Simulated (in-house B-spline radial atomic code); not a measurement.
RPA and G0W0 for N⁴⁺, [He] 2s1, highest spin, as one setting changes: the share of exact exchange in the PBE hybrid start. A dash marks a level of low quasi-particle weight. Computed with an all-electron radial atomic-structure program (B-spline basis): all electrons, non-relativistic, point nucleus, each spin shell either full or empty, empty states to l = 9 with an (l + 1/2)⁻⁴ tail; G0W0 by contour deformation at full frequency.

RPA overbinds a lone outer s electron by self-correlation, and G0W0 tends to as well.

```tsv
share of exact exchange in the PBE hybrid start	mean-field level (eV)	G0W0 level (eV)	RPA correlation (Eh)
0	-89.54	2s up -99.40	-0.14801
0.1	-90.41	2s up -99.34	-0.14199
0.2	-91.27	2s up -99.29	-0.13712
0.3	-92.14	2s up -99.23	-0.13306
0.4	?	?	?
0.5	-93.86	2s up -99.13	-0.12658
0.6	-94.73	2s up -99.08	-0.12391
0.7	?	?	?
0.8	-96.45	2s up -99.00	-0.11936
0.9	-97.31	2s up -98.97	-0.11738
1	-98.17	2s up -98.93	-0.11556
```

**Question.** What belongs in the row for 0.4?

**Answer.** mean-field level (eV): -93.00; G0W0 level (eV): 2s up -99.18; RPA correlation (Eh): -0.12959.

**Question.** What belongs in the row for 0.7?

**Answer.** mean-field level (eV): -95.59; G0W0 level (eV): 2s up -99.04; RPA correlation (Eh): -0.12152.
